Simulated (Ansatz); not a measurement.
A run for Ansatz (a quantum-chemistry and plane-wave program): R-SVWN5/def2-TZVPP on CH3ISn (SMILES [CH3][Sn][I]), a point of a torsion scan. Elements past Kr take the def2 small-core potentials; no spin–orbit coupling.

Ansatz 0.2 input:
```yaml
crystal:
  periodic: [false, false, false]
  atoms:
    - {symbol: C, position_ang: [-0.75885346, -0.01989354, 0.02325959]}
    - {symbol: Sn, position_ang: [1.07021064, 1.31231952, -0.08580596]}
    - {symbol: I, position_ang: [1.83657966, 1.09802275, 2.51071454]}
    - {symbol: H, position_ang: [-0.94122698, -0.43908066, 1.01357879]}
    - {symbol: H, position_ang: [-1.66147436, 0.52634070, -0.26560672]}
    - {symbol: H, position_ang: [-0.67517928, -0.86092105, -0.67116723]}
basis:
  gaussian:
    orbitals: def2-TZVPP
hamiltonian:
  xc: {name: SVWN5}
scf: {lower_state_search: off}
```

The head of its log:

```
WARN ansatz: RAYON_NUM_THREADS=1 ignored (pool sized by the plan → 1); use --threads N
Functional definition: SVWN5
these checks for a lower state are left out or cut short: stability, starts, cluster_reference, orbital_swaps, neighbouring_geometries, increment
integrals: 0.08 GiB planned
1112 factors; their error is unknown
mean field: 0.60 GiB planned
mean field evaluation 1: about -14977.5650 eV, gradient 7.2e1 eV
mean field evaluation 2: about -14891.7080 eV, gradient 1.5e2 eV
```

Task: Give the final energy of this run.

Result: -550.8645 hartree.
